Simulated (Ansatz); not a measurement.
Diatomic SeF+, multiplicity 3 (lowest of 2S+1 = 1, 3, 5 at CCSD(T)/def2-TZVPP on PBE0 minima; our sources give no spin for the ground state, which may be another). No spin–orbit coupling. Se is treated without relativity.

The constants come from a fifth-degree fit in 1/R (seven points, main isotopes). In def2 and cc sets the state is the lowest found near the PBE0 minimum, followed along R.

Correlated levels freeze the inner cores; with def2 sets outer-core shells near the valence are correlated too.

Programs: Ansatz (a program for electronic structure). Values without a source in brackets are computed.

Energies at CCSD(T)/def2-QZVPP:

| R (Å) | E (hartree) |
|---|---|
| 1.540717 | -2499.79424300 |
| 1.582134 | -2499.80173854 |
| 1.620238 | -2499.80532228 |
| 1.663311 | -2499.80632797 |
| 1.706385 | -2499.80478505 |
| 1.756086 | -2499.80059145 |
| 1.814070 | -2499.79333021 |

Q: With a reduced mass of 15.3494 u, find the minimum, the force constant and the constants.

A: A fifth-degree polynomial in 1/R puts the minimum at r_e = 1.6571 Å with force constant 618 N/m. Then ω_e = (1/2πc)√(k/μ) = 827 cm⁻¹ and B_e = h/(8π²cμr_e²) = 0.4000 cm⁻¹; the cubic and quartic terms give α_e = 0.0026 and ω_e x_e = 3.9 cm⁻¹.
